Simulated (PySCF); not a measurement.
Ge(Me)4 (C₄H₁₂Ge), SMILES [CH3][Ge]([CH3])([CH3])[CH3]. Geometry optimised at B3LYP-D3(BJ)/def2-SVP. The isomer is the one that the SMILES or the coordinates give; other isomers of the formula were not compared.

Calculation: B3LYP-D3(BJ)/def2-SVP (PySCF).

Harmonic wavenumbers (cm⁻¹): 122, 134, 134, 134, 166, 166, 182, 182, 182, 550, 596, 596, 596, 697, 697, 697, 830, 830, 831, 831, 831, 1252, 1252, 1252, 1264, 1433, 1433, 1433, 1436, 1436, 1448, 1448, 1448, 3030, 3030, 3030, 3032, 3126, 3126, 3126, 3126, 3126, 3127, 3127, 3127. Rotational constants (GHz): 2.843, 2.843, 2.843; symmetry number 12.

Work out the zero-point energy and the ideal-gas rigid-rotor harmonic-oscillator thermochemistry at 298.15 K and 1 atm.

ZPE = ½ Σ hcν = ½ × 63654 cm⁻¹ = 91.00 kcal/mol. H − E(el) = 97.87 kcal/mol. Entropy in cal/(mol K): translation 40.56, rotation 22.10, vibration 27.63, total 90.30. G − E(el) = 70.95 kcal/mol. Cp = 36.20 cal/(mol K). Modes under 150 cm⁻¹ make the vibrational entropy uncertain.
